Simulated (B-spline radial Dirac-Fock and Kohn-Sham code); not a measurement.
**Elastic and transport cross sections of copper for electrons**

The computed values come from a radial finite-basis atomic code: relativistic (Dirac) partial waves in the static field of the Dirac-Fock atom with Furness-McCarthy exchange, without polarisation or absorption potentials. σ_tr1 and σ_tr2 weight the cross section with 1 − P₁ and 1 − P₂ of cos θ; "backward" is the share scattered beyond 90°.

```
energy (eV)  σ (a₀²)  σ_tr1 (a₀²)  σ_tr2 (a₀²)  σ/σ_tr1  backward (%)
      26800    0.580      0.00734       0.0174     79.0          0.14
      27900    0.562      0.00685       0.0163     82.0          0.13
      28600    0.551      0.00657       0.0156     83.9          0.13
      30000    0.531      0.00605       0.0145     87.7          0.12
      32500    0.498      0.00528       0.0127     94.4          0.11
      42000        ?            ?            ?        ?             ?
      44800    0.387      0.00305      0.00747      127         0.074
      50000    0.355      0.00252      0.00623      141         0.064
      51300    0.348      0.00241      0.00597      144         0.062
      58500    0.315      0.00193      0.00480      163         0.052
      66600    0.285      0.00154      0.00387      185         0.044
      69400    0.276      0.00144      0.00361      192         0.042
     100000    0.211     0.000773      0.00198      273         0.026
     200000    0.134     0.000245     0.000646      548         0.010
     300000    0.108     0.000128     0.000343      847        0.0055
```

Q: Fill in the row for 42 keV.

A: σ = 0.407 a₀², σ_tr1 = 0.00340 a₀², σ_tr2 = 0.00831 a₀², σ/σ_tr1 = 120, backward 0.080 %. The ratio σ/σ_tr1 is roughly the number of elastic collisions that randomise the direction.
